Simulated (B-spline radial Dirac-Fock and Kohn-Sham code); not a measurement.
## Auger parameter of ytterbium: the K level and its strongest K-LL line

These are calculated numbers from an atomic code on a B-spline grid; the model is Dirac-Fock (average of configuration) total-energy differences with a finite nucleus, the Breit interaction including its frequency dependence, and self-energy and vacuum-polarisation corrections. The modified Auger parameter α′ is the binding energy plus the kinetic energy of the Auger electron; it does not depend on the energy zero. For free ions it tends to fall with charge, since less charge screens the final holes.

```tsv
species	configuration	binding 1s (eV)	Auger line	kinetic (eV)	α′ (eV)
Yb	[Xe] 4f14 6s2	61328.0	L2L3 J=2	42180.3	103508.3
Yb	[Xe] 4f12 5d2 6s2	61344.8	L2L3 J=2	42158.5	103503.3
Yb	[Xe] 4f13 5d1 6s2	61336.2	L2L3 J=2	42169.8	103505.9
Yb⁺	[Xe] 4f14 6s1	61335.4	L2L3 J=2	42171.5	103506.9
Yb⁺ (Watson 2.4 Å)	[Xe] 4f14 6s1	61329.6	L2L3 J=2	42177.5	103507.1
Yb²⁺	[Xe] 4f14	61344.0	L2L3 J=2	42161.8	103505.8
Yb³⁺	[Xe] 4f13	61365.1	L2L3 J=2	42136.3	103501.4
Yb³⁺	[Xe] 4f11 6s2	61391.9	L2L3 J=2	42102.5	103494.4
Yb³⁺ (Watson 1.8 Å)	[Xe] 4f13	61341.1	L2L3 J=2	42160.3	103501.4
Yb³⁺ (Watson 2.4 Å)	[Xe] 4f13	61347.1	L2L3 J=2	42154.3	103501.4
Yb⁴⁺	[Xe] 4f12	61388.8	L2L3 J=2	42108.3	103497.1
Yb⁵⁺	[Kr] 4d10 4f12 5s2 5p5	61408.4	L2L3 J=2	42088.3	103496.7
Yb⁶⁺	[Kr] 4d10 4f12 5s2 5p4	61428.9	L2L3 J=2	42067.6	103496.5
Yb⁷⁺	[Kr] 4d10 4f12 5s2 5p3	61450.3	L2L3 J=2	42046.3	103496.6
Yb⁸⁺	[Kr] 4d10 4f12 5s2 5p2	61472.6	L2L3 J=2	42024.0	103496.6
```
